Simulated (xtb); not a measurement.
Harmonic IR lines of one isomer of C2H6N2, unscaled. These are GFN2-xTB in xtb 6.7.1 values and carry that method's errors.

wavenumber (cm⁻¹): 299 (w), 399 (m), 547 (w), 598 (s), 1086 (vw), 1163 (w), 1260 (m), 1340 (w), 1401 (w), 1470 (m), 1489 (vw), 1759 (vs), 2793 (m), 2865 (m), 2969 (w), 2989 (w)

### Question
Name which structure gives these lines.
A. `[H]/N=C(/C)N`
B. `C/N=C/N`
C. `[H]/N=C\NC`
D. `C1NCN1`

### Answer
B, `C/N=C/N`
